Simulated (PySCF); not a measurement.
ReO₄, SMILES [O]=[Re-](=[O])(=[O])=[O], charge -1, multiplicity 1. Coordinates come from a PBE-D3(BJ)/def2-SVPD optimisation. The multiplicity is an assumed one; other spin states were not compared. The isomer is the one that the SMILES or the coordinates give; other isomers of the formula were not compared. The def2 effective core potentials stand for the cores of Re; spin–orbit coupling is left out.

These are PySCF with PBE-D3(BJ)/def2-SVPD values and carry that method's errors.

Harmonic wavenumbers (cm⁻¹): 311, 311, 311, 319, 319, 890, 890, 890, 933. Rotational constants (GHz): 3.842, 3.842, 3.842; symmetry number 12.

Work out the zero-point energy and the ideal-gas rigid-rotor harmonic-oscillator thermochemistry at 298.15 K and 1 atm.

ZPE = ½ Σ hcν = ½ × 5174 cm⁻¹ = 30.95 kJ/mol. H − E(el) = 46.72 kJ/mol. Entropy in J/(mol K): translation 177.62, rotation 88.72, vibration 30.39, total 296.72. G − E(el) = -41.75 kJ/mol. Cp = 76.07 J/(mol K).
